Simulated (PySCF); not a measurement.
## Working out the ionisation energy of Xe

Xe [Xe] (1S) → Xe+ [Kr] 4d10 5s2 5p5 (2P). All numbers are calculated (PySCF 2.14, scalar relativity by spin-free X2C-1e, in aug-cc-pwCVTZ-DK3 (10s9p7d4f1g, 109 functions)). Frozen: [Kr] 4d10. Energies in hartree (1 hartree = 27.21139 eV):

```
            part    Xe (lower)   Xe+ (upper)
             UHF  -7443.202160  -7442.781416
CCSD correlation     -0.169491     -0.142114
             (T)     -0.005965     -0.004235
```

**Question.** What does Hartree-Fock give?

**Answer.** (-7442.781416) − (-7443.202160) = 0.420744 hartree = 11.449 eV.

**Question.** What do CCSD and CCSD(T) give?

**Answer.** The CCSD correlation energies differ by 0.027377 hartree = 0.745 eV and the triples by 0.001730 hartree = 0.047 eV, so CCSD gives 12.194 eV and CCSD(T) 12.241 eV.

Measured between the centres of the two terms (NIST): 12.565 eV, so CCSD(T) (valence) is off by -0.324 eV.

What remains against the reference includes basis incompleteness, the frozen core and higher excitations.
